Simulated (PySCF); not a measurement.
Stepwise substitution at one centre (B SH-H). All species are isolated molecules in the gas phase. One relaxed conformer stands for each flexible species; it need not be the lowest. Strings in code marks are SMILES.

The numbers are results of CAM-B3LYP-D3(BJ)/def2-TZVP run with PySCF, not measurements. Delta-SCF ions had no search for a lower state. Excitations are Tamm–Dancoff values on a coarser integration grid. The basis has no diffuse functions, so Rydberg states are missing or too high.

```
species                                                                   LUMO (eV)  HOMO (eV)  vertical ionisation energy (Delta-SCF) (eV)  S1 excitation (TDA) (eV)  S1 oscillator strength
------------------------------------------------------------------------  ---------  ---------  -------------------------------------------  ------------------------  ----------------------
0 of 3 SH replaced by H (`SB(S)S`)                                             0.39      -8.82                                         9.69                      5.71                   0.000
1 of 3 SH replaced by H (`SBS` (H–S–B–S torsion 0°, S–B–S–H torsion 0°))          …      -8.90                                         9.89                         …                   0.261
2 of 3 SH replaced by H (`BS` (H–B–S–H torsion 0°))                           -0.19      -9.77                                            …                      6.28                   0.000
3 of 3 SH replaced by H                                                           …     -11.46                                        13.19                         –                       –
```

Q: Some entries are withheld; supply them.

A: 
- 1 of 3 SH replaced by H (`SBS` (H–S–B–S torsion 0°, S–B–S–H torsion 0°)), LUMO (eV): 0.21
- 1 of 3 SH replaced by H (`SBS` (H–S–B–S torsion 0°, S–B–S–H torsion 0°)), S1 excitation (TDA) (eV): 6.11
- 2 of 3 SH replaced by H (`BS` (H–B–S–H torsion 0°)), vertical ionisation energy (Delta-SCF) (eV): 10.98
- 3 of 3 SH replaced by H, LUMO (eV): -0.88
